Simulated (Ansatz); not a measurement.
Problem. Predict a relaxed structure of (HBe-mu-F)2 (Be₂H₂F₂), charge 0, singlet, at PBE-D4/def2-TZVP (Ansatz).

Solution. 
```xyz
6

Be   -0.599   -0.933    0.017
H    -1.323   -2.059    0.036
F    -0.485    0.329    0.958
Be    0.600    0.933   -0.016
H     1.323    2.059   -0.036
F     0.485   -0.328   -0.959
```
Point group D2h (tolerance 0.1 Å). This is one stationary point.
